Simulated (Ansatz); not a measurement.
Computed with Ansatz on PBE0-D4/def2-TZVP structures; ΔE is electronic, products minus reactants. CCSD(T)/CBS adds triple-zeta CCSD(T) − MP2 to the extrapolated MP2 energy (def2 sets, frozen cores). This one scheme is used for every species. Functionals use def2-TZVPP. B3LYP here is the variant with VWN-RPA as its local correlation; programs differ in this. For Br outer-core shells are correlated without core-valence functions, which leaves a few kJ/mol of doubt a bond. Scalar relativity is left out up to krypton. One conformer a species, not always the lowest.

`CB(S)Br` + `ClCCCl` → `CB(S)CCl` + `ClCBr`  (formal exchange of groups at a B–Br bond)

`CB(S)Br`:

Cartesian coordinates in Å:
```
C -0.300 -0.232 -0.842
B -0.192 0.318 0.609
S 1.240 0.220 1.670
Br -1.716 1.202 1.397
H 0.610 -0.715 -1.202
H -1.124 -0.950 -0.906
H -0.557 0.582 -1.529
H 2.039 -0.427 0.804
```

`ClCCCl`:

```xyz
8

Cl    1.197    1.773    0.217
C     0.078    0.443    0.604
C    -0.078   -0.443   -0.604
Cl   -1.197   -1.774   -0.217
H     0.496   -0.106    1.446
H    -0.872    0.885    0.897
H    -0.497    0.106   -1.446
H     0.873   -0.885   -0.897
```

`CB(S)CCl`:

```xyz
11

C    -1.535    0.163    0.310
B    -0.104    0.167   -0.332
S     0.096    0.771   -1.991
C     1.085   -0.385    0.544
Cl    2.694   -0.508   -0.217
H    -2.260    0.786   -0.217
H    -1.513    0.467    1.361
H    -1.921   -0.864    0.299
H     1.418    0.530   -2.097
H     0.838   -1.382    0.917
H     1.203    0.254    1.423
```

`ClCBr`:

```xyz
5

Cl    0.549   -0.918    1.326
C     0.054    0.154    0.028
Br   -0.969   -0.733   -1.347
H     0.941    0.561   -0.447
H    -0.575    0.936    0.440
```

| level | ΔE (kcal/mol) | difference from CCSD(T)/CBS |
| --- | --- | --- |
| PBE-D4 | 23.9 | -2.6 |
| r2SCAN-D4 | 25.7 | -0.8 |
| PBE0-D4 | 25.4 | -1.1 |
| B3LYP-D4 | 24.6 | -1.9 |
| ωB97X-V | 25.7 | -0.8 |
| ωB97M-V | 25.6 | -0.9 |
| B2PLYP | 25.9 | -0.6 |
| PBE | 24.1 | -2.4 |
| r2SCAN | 25.8 | -0.7 |
| PBE0 | 25.7 | -0.8 |
| B3LYP | 25.0 | -1.5 |
| HF/def2-TZVPP | 29.3 | 2.8 |
| MP2/def2-TZVPP | 27.3 | 0.8 |
| SCS-MP2/def2-TZVPP | 27.0 | 0.5 |
| CCSD/def2-TZVPP | 26.9 | 0.4 |
| CCSD(T)/def2-TZVPP | 26.5 | 0.0 |
| HF/def2-QZVPP | 29.1 | 2.6 |
| MP2/def2-QZVPP | 27.3 | 0.8 |
| SCS-MP2/def2-QZVPP | 27.0 | 0.5 |
| HF/CBS(def2) | 29.1 | 2.6 |
| MP2/CBS(def2) | 27.4 | 0.9 |
| CCSD/CBS(def2) | 26.9 | 0.4 |
| CCSD(T)/CBS | 26.5 | 0 |

Largest T1 diagnostic among the species: 0.012.

In def2-TZVPP, CCSD(T) changes the Hartree–Fock value by −2.8 kcal/mol (the triples alone add −0.4 kcal/mol) and MP2 by −1.9 kcal/mol. From PBE to PBE0 (25 % exact exchange), in def2-TZVPP and without D4, ΔE moves by +1.5 kcal/mol.
